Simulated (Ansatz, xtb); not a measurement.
A geometry optimisation of F2GeHNSi with r2SCAN-D4/def2-SVP

The starting geometry of this gas-phase singlet was built from a drawn formula by distance geometry and a force field; its bonds are those of `[F][Ge]1([F])[NH][Si]1`.

| atom | x (Å) | y (Å) | z (Å) |
| --- | --- | --- | --- |
| F | -2.2515 | -1.7405 | -2.5133 |
| F | -2.7604 | -0.9814 | 0.2877 |
| Ge | -1.6224 | -1.3452 | -0.9834 |
| N | -0.5150 | -2.7410 | -0.3920 |
| Si | 0.6501 | -1.3906 | -0.4928 |
| H | -0.3546 | -3.3528 | -1.1758 |

Problem. Where would you expect an optimisation with r2SCAN-D4/def2-SVP to take it?

Solution. It keeps its bonds, and is `[F][Ge]1([F])[NH][Si]1`.

The energy falls by 1.17 eV over 10 steps:

| step | E − E(last) (eV) |
| --- | --- |
| 1 | 1.170 |
| 2 | 0.669 |
| 3 | 0.389 |
| 4 | 0.198 |
| 5 | 0.054 |
| 6 | 0.031 |
| 7 | 0.002 |
| 8 | 0.000 |
| 9 | 0.000 |
| 10 | 0.000 |

Final geometry (Å):

```xyz
6

F    -2.4150   -1.4516   -2.4813
F    -2.8655   -1.3177    0.1589
Ge   -1.5691   -1.1207   -0.9919
N    -0.3973   -2.6186   -0.7160
Si    0.7910   -1.4036   -0.5751
H    -0.3980   -3.6392   -0.6642
```

From the same start GFN2-xTB ends elsewhere, differing in Ge3–N4 (2.38 against 1.92 Å here), Ge3–Si5 (2.98 against 2.41 Å here).

The end wasn't checked by frequencies. Run with Ansatz 0.2.0, 21 s on 1 thread of Intel(R) Xeon(R) 6975P-C (Granite Rapids), on a shared host.
